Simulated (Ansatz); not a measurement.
Computed with Ansatz on PBE0-D4/def2-TZVP structures; ΔE is electronic, products minus reactants. CBS: MP2 limit from def2 TZ/QZ plus the TZ coupled-cluster correction, frozen cores. This one scheme is used for every species. DFT in def2-TZVPP. B3LYP here is the variant with VWN-RPA as its local correlation; programs differ in this. For Ga outer-core shells are correlated without core-valence functions, which leaves a few kJ/mol of doubt a bond. Scalar relativity is left out up to krypton. Each species was taken in one conformer, which may not be the lowest.

Consider the formal hydrolysis of a Ga–N bond: `C[N](C)[Ga]([F])[SH]` + H₂O → `[OH][Ga]([F])[SH]` + `CNC`.

```csv
level,ΔE (kcal/mol),difference from CCSD(T)/CBS
PBE-D4,-3.3,-1.4
B3LYP-D4,-3.4,-1.5
ωB97X-V,-4.4,-2.5
ωB97M-V,-4.1,-2.2
B2PLYP,-5.0,-3.1
r2SCAN,-4.8,-2.9
PBE0,-4.8,-2.9
B3LYP,-6.2,-4.3
HF/def2-TZVPP,-7.9,-6.0
SCS-MP2/def2-TZVPP,-3.5,-1.6
CCSD/def2-TZVPP,-3.5,-1.6
CCSD(T)/def2-TZVPP,-2.9,-1.0
SCS-MP2/def2-QZVPP,-3.0,-1.1
HF/CBS(def2),-7.9,-6.0
MP2/CBS(def2),-1.2,0.7
CCSD/CBS(def2),-2.5,-0.6
CCSD(T)/CBS,-1.9,0
```

Largest T1 diagnostic among the species: 0.014.

The D4 term adds +2.8 kcal/mol with B3LYP and +1.6 kcal/mol with PBE0; it sums over pairs of atoms, weighted by their polarisabilities, and B3LYP, whose exchange is more repulsive, gets the larger term. In def2-TZVPP, CCSD(T) changes the Hartree–Fock value by +5.0 kcal/mol (the triples alone add +0.6 kcal/mol) and MP2 by +5.7 kcal/mol.
